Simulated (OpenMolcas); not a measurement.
Computed levels of 4s² 4p in ions with 31 electrons, in cm-1 above ²P°_1/2.

* Program: OpenMolcas
* Method: XMS-CASPT2, IPEA 0.25 Eh, imaginary shift 0.1 Eh
* Basis: ANO-RCC-VTZP
* Scalar Hamiltonian: DKH2, point nucleus
* Spin-orbit coupling: state interaction with AMFI integrals over the reference wave functions, term energies averaged over their components

Active space for each ion: 1 electron in 3 orbitals (4p); closed shells correlated by CASPT2: 3d 4s.

```csv
Level,As2+,Br4+,Kr5+
²P°_3/2,2670,5680,7550
```

Estimate ²P°_3/2 for Se3+ from its neighbours As2+ and Br4+.

²P°_3/2 is fine structure, which grows about as the fourth power of a screened charge, so the fourth roots are averaged: ((2670^0.25 + 5680^0.25) / 2)^4 = 3964. The calculation gives 4010, so the estimate is off by -1.1 %; the measured value is 4376 (Moore, Atomic Energy Levels, vol. II, NSRDS-NBS 35 (1971 reprint of NBS Circular 467, 1952)).

CASPT2 does not keep the components of a term degenerate, so their means are used; among the terms shown or strongly mixed into the levels shown the widest spread is 45 cm-1 (4s² 4p ²P°, Kr5+). With one active electron, CASPT2 adds the correlation within the correlated inactive shells and between them and that electron, and leaves the splitting within a term as the reference gives it. Measured partners are found by configuration, term and J. A level has none where our copy of the source lacks it or the pairing is in doubt (some pairs that miss far off the trend of their configuration count as doubtful), and it then counts in no deviation. Only configurations of the active space appear.

° marks odd parity.
